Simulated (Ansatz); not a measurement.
CH$_{5}$Cl$_{3}$InN (`C[NH2+][In-]([Cl])([Cl])[Cl]`) from Hartree–Fock to CCSD(T)

Cartesian coordinates in Å:
```
C -0.421 1.008 0.998
N -0.681 -0.261 0.297
In 0.926 -0.811 -1.216
Cl 0.757 1.061 -2.593
Cl 0.017 -2.815 -1.976
Cl 2.746 -0.913 0.237
H -1.209 1.243 1.716
H -0.351 1.807 0.261
H 0.534 0.933 1.517
H -1.566 -0.224 -0.199
H -0.752 -1.029 0.958
```

Charge 0, multiplicity 1. Correlated methods include outer-core shells of In, which these sets cover unevenly. In: def2 effective core potential. The structure was optimised at the PBE0-D4/def2-TZVP level. It is one conformer, not always the lowest. Frozen core, restricted reference, Ansatz 0.2.0.

```
     basis      HF (Eh)  MP2 corr.
  def2-SVP  -1662.63713   -0.80067
def2-TZVPP  -1663.22425   -1.24341
def2-QZVPP  -1663.26834   -1.52061
```

**Question.** Estimate the CCSD correlation energy and the (T) correction in each basis where they were run (hartree).

**Answer.** 
```
   basis  CCSD corr.       (T)
def2-SVP    -0.86573  -0.02042
```
